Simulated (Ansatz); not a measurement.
Reaction (substitution at a C–C bond): `C=[C](C)[AlH][CH3]` + `CNC=N` → `C/N=C/NC` + `C=[CH][AlH][CH3]`

Program: Ansatz. Geometries: PBE0-D4/def2-TZVP. ΔE: electronic, gas phase. CBS: MP2 limit from def2 TZ/QZ plus the TZ coupled-cluster correction, frozen cores. Functionals use def2-TZVPP. B3LYP here is the variant with VWN-RPA as its local correlation; programs differ in this. Each species was taken in one conformer, which may not be the lowest.

`C=[C](C)[AlH][CH3]`:

Z-matrix (Å, degrees):
```
C
C 1 1.501
H 1 1.095 2 112.2
H 1 1.095 2 111.2 3 121.0
H 1 1.095 2 111.3 3 -121.1
Al 2 1.952 1 124.1 3 179.9
C 2 1.338 1 120.6 3 -0.1
C 6 1.953 2 121.4 1 0.3
H 6 1.592 2 116.2 1 179.9
H 7 1.092 2 122.3 1 0.1
H 7 1.087 2 122.0 1 -179.9
H 8 1.096 6 110.5 2 67.5
H 8 1.095 6 111.3 2 -50.1
H 8 1.093 6 113.2 2 -172.0
```

`CNC=N`:

```xyz
10

C    -0.122    0.262    1.137
N    -0.722   -0.097   -0.118
C     0.015   -0.292   -1.246
N     1.259   -0.104   -1.427
H    -0.900    0.350    1.894
H     0.608   -0.484    1.476
H     0.387    1.228    1.065
H    -1.665   -0.440   -0.116
H    -0.586   -0.639   -2.089
H     1.723    0.215   -0.577
```

`C/N=C/NC`:

```xyz
13

C     0.406   -0.747    2.068
N    -0.140   -0.252    0.835
C     0.673    0.001   -0.102
N     0.289    0.536   -1.292
C    -1.108    0.673   -1.613
H    -0.055   -1.707    2.323
H     0.173   -0.059    2.887
H     1.498   -0.888    2.043
H     1.758   -0.161   -0.021
H     0.938    0.447   -2.052
H    -1.621   -0.294   -1.666
H    -1.604    1.263   -0.841
H    -1.206    1.187   -2.570
```

`C=[CH][AlH][CH3]`:

Z-matrix (Å, degrees):
```
C
Al 1 1.954
H 1 1.092 2 112.4
H 1 1.095 2 111.3 3 -120.9
H 1 1.095 2 111.2 3 120.7
C 2 1.945 1 118.6 3 179.2
H 2 1.592 1 121.6 3 -0.8
C 6 1.336 2 120.8 1 -0.1
H 6 1.091 2 122.8 1 179.9
H 8 1.089 6 121.8 2 -0.0
H 8 1.089 6 123.1 2 180.0
```

```tsv
species	B3LYP energy (Eh)
`C=[C](C)[AlH][CH3]`	-400.35020
`CNC=N`	-189.39524
`C/N=C/NC`	-228.71982
`C=[CH][AlH][CH3]`	-361.01840
```

Q: Work out ΔE.

A: ΔE = (-228.71982) + (-361.01840) − (-400.35020) − (-189.39524) = 0.00722 Eh = +19.0 kJ/mol. CCSD(T)/CBS gives +23.5 kJ/mol.

Largest T1 diagnostic among the species: 0.013.

In def2-TZVPP, CCSD(T) changes the Hartree–Fock value by +6.1 kJ/mol (the triples alone add +0.7 kJ/mol) and MP2 by +7.9 kJ/mol.
